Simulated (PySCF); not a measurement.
C8H4ClO (charge -1).
Geometry (GFN2-xTB, Å), atoms numbered from 1 in this order:
```
atom  x, y, z in Å
C1     3.3139    0.2154   -0.6113
C2     2.1328    0.1533   -0.3869
C3     0.7505    0.0657   -0.1322
C4     0.1006   -1.1398   -0.3418
C5    -1.2563   -1.2966   -0.1150
C6    -1.9489   -0.1826    0.3401
Cl7   -3.6761   -0.3647    0.6397
C8    -1.3638    1.0274    0.5639
C9     0.0432    1.2401    0.3397
O10    0.5822    2.3472    0.5421
H11    4.3438    0.2916   -0.7993
H12    0.6760   -1.9887   -0.6959
H13   -1.7568   -2.2385   -0.2834
H14   -1.9417    1.8698    0.9181
```

Probes without a nucleus sit at each ring's centroid and 1 Å off its mean plane on both sides; NICS is minus the shielding there, NICSzz its component along the normal. Level: GIAO PBE0/pcSseg-1 (PySCF, non-relativistic, gas phase) on the GFN2-xTB geometry, one conformer.

Ring bond lengths (Å), with Mayer bond orders in brackets: C3–C4 1.385 (1.43), C4–C5 1.385 (1.43), C5–C6 1.388 (1.29), C6–C8 1.363 (1.43), C8–C9 1.441 (1.19), C9–C3 1.450 (1.08).

Task: What do the NICS probes read (ppm)?

Result: 
```csv
ring,type,NICS(0),"NICS(1), two faces","NICS(1)zz, two faces",rms pucker (Å),"centre to ring atoms, mean (Å)"
C3–C4–C5–C6–C8–C9,6-membered carbocycle; formal bonds all aromatic,-5.6,-6.8 / -6.8,-13.9 / -13.9,0.00,1.40
```

Task: What do they say, and how far can they be read as aromaticity?

Result: 
- C3–C4–C5–C6–C8–C9: mean NICS(1)zz -13.9 ppm, shielded.

Task: And the bond-length index? Use HOMA with the parameters of Krygowski (1993).

Result: 
- C3–C4–C5–C6–C8–C9: HOMA 0.69 = 1 − EN − GEO, with mean bond length 1.402 Å, EN = α(Ropt − mean)² = 0.050 and GEO = α × variance = 0.261.

Task: At the first NICS(1) probe listed for ring C3–C4–C5–C6–C8–C9, 1 Å off the ring, what do the in-plane components average?

Result: The isotropic value is a third of the trace: (3 × -6.8 − (-13.9))/2 = -3.2 ppm.

Task: Give the inner angles of the rings and the Hirshfeld charges of the ring atoms.

Result: 
- C3–C4–C5–C6–C8–C9: C3 121.7° (-0.064 e), C4 122.2° (-0.071 e), C5 116.8° (-0.142 e), C6 123.5° (-0.010 e), C8 121.7° (-0.127 e), C9 114.1° (+0.061 e); sum 720.0° against 720° for a flat convex ring.

Hardware: an Arm Neoverse V2 with one thread, no GPU, shared host with 32 logical CPUs at a one-minute load of 11. Cost: 34 s of wall time, 0.91 GiB resident at most. This is the whole shielding run at PBE0/pcSseg-1, SCF included.
